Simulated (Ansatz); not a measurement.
`FC(F)(F)c1cnc(-c2cnc(-c3cnc(C(F)(F)F)s3)s2)s1`. Charge 0, multiplicity 1. Geometry r2SCAN-D4/def2-SVP.

```
atom   x (Å)   y (Å)   z (Å)
  F1  -3.323   3.886  -4.920
  C2  -3.077   4.222  -3.645
  F3  -2.366   5.363  -3.649
  F4  -4.253   4.500  -3.057
  C5  -2.354   3.118  -2.950
  C6  -1.960   1.907  -3.477
  N7  -1.312   1.076  -2.623
  C8  -1.192   1.616  -1.431
  C9  -0.549   0.976  -0.313
 C10  -0.350   1.424   0.988
 N11   0.297   0.580   1.818
 C12   0.619  -0.539   1.200
 C13   1.321  -1.617   1.857
 C14   1.747  -1.640   3.180
 N15   2.388  -2.769   3.571
 C16   2.473  -3.620   2.591
 C17   3.128  -4.973   2.695
 F18   3.607  -5.179   3.915
 F19   2.252  -5.951   2.407
 F20   4.138  -5.083   1.814
 S21   1.764  -3.105   1.082
 S22   0.131  -0.612  -0.482
 S23  -1.887   3.227  -1.290
 H24  -2.142   1.607  -4.511
 H25  -0.683   2.399   1.355
 H26   1.583  -0.813   3.873
```

Single mean-field runs in def2-TZVP are fitted with def2-universal-jkfit.

(1) Estimate the orbital energies around the gap (eV) in Ansatz with PBE-D4/def2-SVP, PBE-D4/def2-TZVP, r2SCAN-D4/def2-TZVP, PBE0-D4/def2-SVP, PBE0-D4/def2-TZVP.

Results:

(1) 
```csv
orbital,PBE-D4/def2-SVP,PBE-D4/def2-TZVP,r2SCAN-D4/def2-TZVP,PBE0-D4/def2-SVP,PBE0-D4/def2-TZVP
HOMO−9,-9.45,-9.55,-9.94,-11.11,-11.06
HOMO−8,-8.51,-8.57,-8.88,-9.90,-9.86
HOMO−7,-8.00,-8.07,-8.37,-9.31,-9.28
HOMO−6,-7.75,-7.81,-8.10,-9.08,-9.15
HOMO−5,-7.43,-7.56,-7.96,-9.02,-8.99
HOMO−4,-7.38,-7.48,-7.77,-8.83,-8.90
HOMO−3,-7.13,-7.32,-7.72,-8.70,-8.66
HOMO−2,-7.04,-7.10,-7.49,-8.60,-8.66
HOMO−1,-6.92,-7.10,-7.33,-8.23,-8.19
HOMO,-5.94,-5.99,-6.15,-6.92,-6.87
LUMO,-3.61,-3.73,-3.72,-3.09,-3.12
LUMO+1,-2.62,-2.77,-2.69,-1.90,-1.97
LUMO+2,-1.63,-2.03,-1.88,-0.76,-1.12
LUMO+3,-1.57,-1.79,-1.66,-0.68,-0.84
LUMO+4,-1.13,-1.52,-1.32,-0.19,-0.52
LUMO+5,-0.96,-1.20,-1.00,0.03,-0.16
```
